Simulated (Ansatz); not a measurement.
A search over several starts for the lowest SCF solution of the cluster Ta₄⁺ at the given spin, in a small basis.

```yaml
crystal:
  periodic: [false, false, false]
  atoms:
    - {symbol: Ta, position_ang: [-1.291863, -0.494674, 0.676576]}
    - {symbol: Ta, position_ang: [-0.468080, 0.337340, -1.538799]}
    - {symbol: Ta, position_ang: [0.580338, 1.131642, 1.040328]}
    - {symbol: Ta, position_ang: [1.179606, -0.974308, -0.178115]}
basis:
  gaussian: {orbitals: def2-SVP, initial_orbitals: start.molden}
total_charge: 1
magnetization: {spin_polarized: true, initial_magnetization: 3}
hamiltonian: {xc: pbe0, dispersion: d4}
output: {orbitals: {seedname: orbitals}}
```

The file start.molden holds the orbitals of an earlier run on this structure, at another level or in another basis.

```sh
$ ansatz run in.yaml --threads 4 --pin off --events-out ev --progress --plain --max-ram 3916MiB
```

Output, abridged:

```
Functional definition: PBE0
1320 factors; their error is unknown
mean field evaluation 1: about -6191.0814 eV, gradient 2.8e0 eV
mean field evaluation 2: about -6191.1378 eV, gradient 8.7e-2 eV
mean field evaluation 4: about -6191.6055 eV, gradient 3.7e-3 eV
mean field evaluation 8: about -6191.6055 eV, gradient 3.8e-5 eV
mean field evaluation 16: about -6188.6877 eV, gradient 2.2e1 eV
mean field evaluation 32: about -6191.6055 eV, gradient 7.8e-3 eV
mean field evaluation 64: about -6191.4843 eV, gradient 7.8e-1 eV
mean field -6191.60551259 eV, -227.5373057669 hartree, gradient 9.8e-6 eV, S^2 3.779995; 8 other end points of the search recorded, 0 dependent functions left out
reference -6191.60554416 eV, -227.5373069268 hartree; 27, 24 occupied and 101, 104 virtual orbitals, 1320 factors
Total energy: -6191.75839505 eV, -227.5429240933 hartree
```

Hardware: 4 threads of Arm Neoverse V2 on a shared host. Wall time 19 s.

In the def2 sets Ta takes a core potential; there is no spin–orbit coupling. At PBE0-D4/def2-TZVP a doublet of charge 1 lies 0.49 eV below the quartet, each at its own geometry. The structure comes from a short search, and lower isomers may exist.
